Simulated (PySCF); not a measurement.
Cr(Bz)(CO)3, C9H6CrO3, singlet, GFN2-xTB optimised geometry.

```
19

Cr    -0.10    -0.47     0.00
C      0.87     1.32    -1.01
C      1.74     0.85     0.00
C      2.17    -0.47     0.00
C      1.73    -1.36    -1.01
C      0.87    -0.90    -2.01
C      0.44     0.44    -2.01
H      0.60     2.36    -1.05
H      2.13     1.55     0.73
H      2.90    -0.81     0.73
H      2.13    -2.36    -1.04
H      0.60    -1.56    -2.83
H     -0.17     0.81    -2.82
O     -2.90    -1.22    -0.66
C     -1.80    -0.93    -0.45
O     -1.59     0.95     2.15
C     -0.98     0.44     1.31
O     -0.57    -2.68     1.93
C     -0.34    -1.84     1.18
```

Density from PBE0/def2-SVP (PySCF) at that geometry.

Minimum of the electron density along straight lines between bonded atoms, close to the bond critical point (lines longer than 1.1 times the sum of covalent radii, or with two minima, are not listed):

| bond | length / Å | ρ at the minimum / e bohr⁻³ | ∇²ρ there / e bohr⁻⁵ | position (fraction from the first atom) |
|---|---|---|---|---|
| Cr1–C2 | 2.271 | 0.052 | 0.22 | 0.49 |
| Cr1–C3 | 2.267 | 0.053 | 0.21 | 0.49 |
| C2–C3 | 1.411 | 0.297 | -0.73 | 0.50 |
| Cr1–C4 | 2.271 | 0.052 | 0.22 | 0.49 |
| C3–C4 | 1.394 | 0.305 | -0.75 | 0.50 |
| Cr1–C5 | 2.267 | 0.053 | 0.21 | 0.49 |
| C4–C5 | 1.411 | 0.297 | -0.73 | 0.50 |
| Cr1–C6 | 2.271 | 0.052 | 0.22 | 0.49 |
| C5–C6 | 1.394 | 0.305 | -0.75 | 0.50 |
| Cr1–C7 | 2.267 | 0.053 | 0.21 | 0.49 |
| C2–C7 | 1.394 | 0.305 | -0.75 | 0.50 |
| C6–C7 | 1.411 | 0.297 | -0.73 | 0.50 |
| C2–H8 | 1.083 | 0.283 | -1.09 | 0.64 |
| C3–H9 | 1.084 | 0.283 | -1.09 | 0.64 |
| C4–H10 | 1.083 | 0.283 | -1.09 | 0.64 |
| C5–H11 | 1.084 | 0.283 | -1.09 | 0.64 |
| C6–H12 | 1.083 | 0.283 | -1.09 | 0.64 |
| C7–H13 | 1.084 | 0.283 | -1.09 | 0.64 |
| Cr1–C15 | 1.823 | 0.140 | 0.50 | 0.51 |
| O14–C15 | 1.155 | 0.456 | 1.01 | 0.67 |
| Cr1–C17 | 1.823 | 0.140 | 0.50 | 0.51 |
| O16–C17 | 1.155 | 0.456 | 1.01 | 0.67 |
| Cr1–C19 | 1.823 | 0.140 | 0.50 | 0.51 |
| O18–C19 | 1.155 | 0.456 | 1.01 | 0.67 |
